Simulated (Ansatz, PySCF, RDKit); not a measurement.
Noncovalent pair: SiH4 (SMILES [SiH4]) (first 5 atoms) with CH5N (SMILES CN); geometry from B3LYP-D3(BJ)/def2-TZVP, rigid monomers moved along the line of their centres of mass till Si1···H12 is 2.92 Å.
(charge 0, multiplicity 1):
```xyz
12

Si    -0.02219    -0.12478    -0.06856
H      0.04119     1.22433     0.53591
H      0.28310    -0.03284    -1.51421
H     -1.38116    -0.68415     0.11005
H      0.96690    -1.00720     0.58928
C      0.69185     0.25912     3.44553
N     -0.62414    -0.29479     3.13686
H      1.24101    -0.44802     4.06904
H      0.56814     1.17458     4.02605
H      1.31562     0.49468     2.57276
H     -0.54767    -1.16052     2.61786
H     -1.17287     0.34690     2.57843
```

Monomers are frozen at their geometry in the pair; levels with a basis set take the counterpoise correction. Rows marked so take none.

Rows in 3-21G carry no dispersion term and start afresh at each structure.

Codes used: Ansatz (Gaussian basis) for Hartree–Fock, density functionals and correlated methods; PySCF for 3-21G rows, the dispersion terms; RDKit for the force fields. Values without a source in brackets are computed.

Q: One of these levels gives -98.9 meV for the interaction energy. Name it.
A. MMFF94
B. r2SCAN-D4/def2-TZVPPD
C. PBE/def2-TZVPPD
D. B3LYP/3-21G (no counterpoise)

A: D, B3LYP/3-21G (no counterpoise). The others give 236.6 (MMFF94), 19.6 (PBE/def2-TZVPPD), -44.5 (r2SCAN-D4/def2-TZVPPD)

Ansatz is a first-principles code.
